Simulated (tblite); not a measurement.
Species: C₆H₈NS (doublet state).
SMILES with atom numbers: `[CH2:1]=[C:2][C@@H:3]([CH:4]=[CH2:5])[C:6]([NH2:7])=[S:8]` (hydrogens: H9, H10 on C1; H11 on C3; H12 on C4; H13, H14 on C5; H15, H16 on N7)

Structure used (GFN2-xTB), in Å, numbered top down from 1:
```xyz
16
C6H8NS angstrom
C      2.3847   -0.2542    0.6212
C      1.2675    0.3972    0.6481
C     -0.1819    0.2695    0.5568
C     -0.7671    1.1518   -0.5139
C     -1.7480    2.0063   -0.2958
C     -0.4774   -1.1994    0.2729
N     -0.0739   -1.6807   -0.9120
S     -1.1802   -2.1513    1.4031
H      2.4757   -1.3386    0.5266
H      3.3313    0.2570    0.7245
H     -0.6303    0.5212    1.5229
H     -0.3310    1.0529   -1.4993
H     -2.1477    2.6231   -1.0826
H     -2.1921    2.1260    0.6784
H     -0.1602   -2.6670   -1.0915
H      0.4229   -1.1049   -1.5709
```

Computed with GFN2-xTB (tblite): harmonic, unscaled wavenumbers at the GFN2-xTB geometry, gas phase. Errors from tens to a few hundred cm⁻¹ against measured bands are possible. One conformer, not necessarily the lowest. Open shells enter through the occupations alone, without spin polarisation, and single modes of such species can be off by tens of per cent.

Harmonic wavenumbers (cm⁻¹): 31.3, 48.7, 76.4, 131.4, 202.8, 237.1, 283.6, 309.6, 344.8, 369.3, 437.2, 496.0, 526.7, 543.0, 643.6, 811.1, 859.8, 895.4, 904.2, 920.2, 957.5, 1008.3, 1015.9, 1109.2, 1165.9, 1209.0, 1232.3, 1293.0, 1364.0, 1380.7, 1408.6, 1477.8, 1705.2, 1802.6, 2860.7, 2947.6, 3043.3, 3053.8, 3103.7, 3129.7, 3450.7, 3517.9.

A = 1918, B = 1434, C = 1043 MHz; mass 126.038 u (most abundant isotopes); point group C1, symmetry number 1; spin multiplicity 2.

**Question.** Zero-point energy?

**Answer.** Half the sum of the wavenumbers: 26155 cm⁻¹ = 312.88 kJ/mol.

**Question.** What is S at 500 K and 1 bar for an ideal gas of classical rigid rotors and harmonic oscillators?

**Answer.** Translation 179.92, rotation 128.23, vibration 208.11, spin (R ln 2) 5.76: S = 522.0 J/(mol K).

**Question.** And Cp and H(500 K) − H(0)?

**Answer.** Cp = 215.94 J/(mol K), of which vibrations give 182.68 (their classical limit is 42 R = 349.2); H(500 K) − H(0) = 67.09 kJ/mol without the zero-point energy, 50.46 from vibrations.

**Question.** Which modes carry the vibrational entropy at 500 K?

**Answer.** 31.3 cm⁻¹: 28.33; 48.7 cm⁻¹: 24.66; 76.4 cm⁻¹: 20.93; 131.4 cm⁻¹: 16.45; 202.8 cm⁻¹: 12.91; 237.1 cm⁻¹: 11.65 J/(mol K); the other 36 give 93.18 together.

**Question.** Blend soft modes into free rotors: weight 1/[1 + (100 cm⁻¹/ν̃)⁴] for the oscillator and the rest for a rotor with moment μB/(μ + B), μ = h/(8π²ν), B = 10⁻⁴⁴ kg m². What vibrational entropy results?

**Answer.** 186.35 J/(mol K) in place of 208.11, which changes −T·S at 500 K by +10.88 kJ/mol.

**Question.** How do the functions run with temperature in this model?

**Answer.** 
```csv
T (K),S (J/(mol K)),Cp (J/(mol K)),H − H(0) (kJ/mol),G − H(0) (kJ/mol),ln q(vib)
150,340.3,100.3,10.20,-40.85,3.81
250,400.6,138.2,22.15,-77.99,6.54
298.15,426.4,155.5,29.22,-97.90,7.81
400,476.9,188.8,46.81,-143.94,10.42
600,563.4,237.9,89.82,-248.22,15.27
900,669.3,283.6,168.64,-433.74,21.86
```

q(vib) and H(0) count from the zero-point level.

Hindered rotation and anharmonicity are outside this model. Other conformers, if any are populated, would add a mixing term that is left out. The structure is chiral; the term R ln 2 for an equal mix with its mirror image is left out.
